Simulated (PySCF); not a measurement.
**Exercise with solution: chemical shift, span and skew from a shielding tensor**

CH11NSi3, SMILES C[SiH2]N[SiH2][SiH3]. Atoms are numbered in the order given.

```xyz
16

C     -2.3571     1.0426     0.7614
Si    -1.9966    -0.3852    -0.4005
N     -0.3681    -0.3701    -1.0347
Si     1.0854    -0.9287    -0.2503
Si     2.2777     0.8700     0.6836
H     -3.3887     0.9889     1.1447
H     -2.2323     2.0102     0.2505
H     -1.6713     1.0240     1.6233
H     -2.9365    -0.3295    -1.5637
H     -2.1796    -1.6737     0.3353
H     -0.2299     0.1897    -1.8721
H      1.9707    -1.6675    -1.2072
H      0.6654    -1.8615     0.8406
H      1.4311     1.5498     1.7154
H      3.5605     0.4428     1.3268
H      2.5983     1.8766    -0.3790
```

Geometry optimised at PBE0-D3(BJ)/def2-SVP. The structure was generated by enumeration, and PubChem lists no compound with its InChIKey, so it may never have been made. One conformer was computed; it need not be the lowest.

GIAO shieldings from PBE/pcSseg-1 (PySCF), non-relativistic, no solvent. The symmetric part of the tensor of Si4 has the principal values 315.3, 358.8, 459.4 ppm. The same nucleus in TMS has σ = 335.4 ppm at this level (PySCF, at its B3LYP-D3(BJ)/def2-TZVP geometry).

Problem. Work out the isotropic shielding, the ²⁹Si shift against TMS, the span and the skew.

Solution. 
σ(iso) = (σ11 + σ22 + σ33)/3 = 377.8 ppm. δ = σ(ref) − σ(iso) = 335.4 − (377.8) = -42.4 ppm.
Span Ω = σ33 − σ11 = 144.1 ppm. Skew κ = 3(σ(iso) − σ22)/Ω = 0.40. Tumbling in solution averages the tensor to δ; in a static solid the shielding alone would spread this spin-1/2 line over Ω.
